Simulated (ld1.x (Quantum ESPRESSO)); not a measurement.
**Configuration tests for samarium (Sm) (TM)**

samarium (Sm), norm-conserving Troullier–Martins (Kleinman–Bylander form), made with ld1.x (Quantum ESPRESSO) 7.5 (BLYP, scalar-relativistic). Core [Xe] 4f5, reference 5d1 6s2 6p0. Waves: 6s (bound): rc 2.55 bohr; 5d (bound): rc 3.05 bohr; 6p (bound, empty): rc 4.10 bohr. Local part: the p channel. Core correction: a·sin(br)/r model core inside 1.90 bohr.

Energies are relative to the spin-unpolarised reference configuration 5d1 6s2 6p0; without spin polarisation the order of configurations can differ from experiment. The frozen-core shift is the all-electron ΔE with the core orbitals held at their reference shape minus the fully relaxed ΔE.

**Question.** Give the all-electron excitation energy and the error of the potential for: 5d1 6s1 6p0; 5d1 6s0 6p0; 5d1 6s1.5 6p0; 5d1 6s0 6p1; 5d2 6s1 6p0; 5d2 6s0 6p0; 5d0 6s2 6p1.

**Answer.**

| valence configuration | charge | ΔE all-electron (eV) | error AE − PS (meV) | frozen-core shift (meV) |
| --- | --- | --- | --- | --- |
| 5d1 6s1 6p0 | +1 | 6.376 | -7.4 | +7.8 |
| 5d1 6s0 6p0 | +2 | 18.242 | -73 | +57 |
| 5d1 6s1.5 6p0 | +0.5 | 2.541 | -1.3 | +1.5 |
| 5d1 6s0 6p1 | +1 | 9.833 | -37 | +21 |
| 5d2 6s1 6p0 | 0 | 1.481 | -40 | +28 |
| 5d2 6s0 6p0 | +1 | 7.257 | -41 | +25 |
| 5d0 6s2 6p1 | 0 | 2.044 | -84 | +80 |

Levels in the configuration 5d1 6s1.5 6p0:

| level | all-electron (eV) | pseudo (eV) |
| --- | --- | --- |
| 5d | -5.366 | -5.374 |
| 6s | -6.347 | -6.351 |
